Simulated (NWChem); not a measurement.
Molecule: CH5NOSi2; SMILES [SiH2]1N=C[SiH2]O1

```xyz
10

C     -1.4373     0.4438     0.0000
N     -1.3089    -0.8275     0.0000
Si     0.3861    -1.3580     0.0000
O      1.2182     0.1033     0.0000
Si     0.2092     1.4410     0.0000
H     -2.4553     0.8817     0.0000
H      0.6808    -2.1496     1.2239
H      0.6808    -2.1496    -1.2239
H      0.4005     2.2796    -1.2187
H      0.4005     2.2796     1.2187
```
Atoms are numbered in this order, from 1.

Results from NWChem. Medium grid unless said otherwise, to which SCAN and Minnesota functionals are sensitive. The geometry was optimised at PBE0/def2-SVP. Hybrids' shares of exact exchange are those that their runs print; pure functionals count as 0. The functionals differ in more than this share.

```
row                     share of exact exchange  highest occupied level (eV)
----------------------  -----------------------  ---------------------------
PBE/def2-TZVP                              0.00                        -5.74
r2SCAN/def2-TZVP                           0.00                        -5.97
B3LYP/def2-TZVP                            0.20                        -6.84
M06-2X/def2-TZVP                           0.54                     withheld
Hartree-Fock/def2-TZVP                     1.00                       -10.35
```

**Question.** Fit a straight line of the last column on the one before it, predict the withheld value, and compare with the run.

**Answer.** 
1. Means of the 4 shown rows: x = 0.300, y = -7.225. Slope Σ(x − x̄)(y − ȳ)/Σ(x − x̄)² = -3.048/0.6800 = -4.482; intercept -5.880.
2. The shown rows scatter about the line by 0.089 (root mean square); the largest residual is +0.14, at PBE/def2-TZVP.
3. At x = 0.54 (M06-2X/def2-TZVP; inside the shown range) the line gives -8.30.
4. The run gives -8.29, +0.01 from the line, 0.1 times the scatter.
